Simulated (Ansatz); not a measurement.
Consider the substitution at a C–Si bond: `CC[SiH](O)[SiH3]` + `OBCl` → `CCOBCl` + `O[SiH2][SiH3]`.

Calculated with Ansatz (gas phase, PBE0-D4/def2-TZVP geometries, no zero-point term in ΔE). CCSD(T)/CBS adds triple-zeta CCSD(T) − MP2 to the extrapolated MP2 energy (def2 sets, frozen cores). This one scheme is used for every species. Functionals use def2-TZVPP. B3LYP here is the variant with VWN-RPA as its local correlation; programs differ in this. One conformer a species, not always the lowest.

Question: Is it downhill or uphill in electronic energy at CCSD(T)/CBS, and by how much? (Best estimate.)

Answer: The calculation gave: Uphill: ΔE = +78.9 kJ/mol.

Question: What do these levels give: PBE-D4, r2SCAN-D4, PBE0-D4, B3LYP-D4, B2PLYP, HF/def2-TZVPP, SCS-MP2/def2-TZVPP, CCSD/def2-TZVPP, CCSD(T)/def2-TZVPP, SCS-MP2/def2-QZVPP, HF/CBS(def2), MP2/CBS(def2)? (An estimate is asked.)

Answer: The calculation gave: PBE-D4 77.4, r2SCAN-D4 77.0, PBE0-D4 79.1, B3LYP-D4 73.0, B2PLYP 71.9, HF/def2-TZVPP 60.3, SCS-MP2/def2-TZVPP 75.1, CCSD/def2-TZVPP 74.8, CCSD(T)/def2-TZVPP 76.1, SCS-MP2/def2-QZVPP 76.6, HF/CBS(def2) 59.4, MP2/CBS(def2) 86.0 kJ/mol.

Largest T1 diagnostic among the species: 0.012.

The D4 term adds +6.4 kJ/mol with B3LYP and +3.6 kJ/mol with PBE0; it sums over pairs of atoms, weighted by their polarisabilities, and B3LYP, whose exchange is more repulsive, gets the larger term. In def2-TZVPP, CCSD(T) changes the Hartree–Fock value by +15.9 kJ/mol (the triples alone add +1.4 kJ/mol) and MP2 by +23.0 kJ/mol.
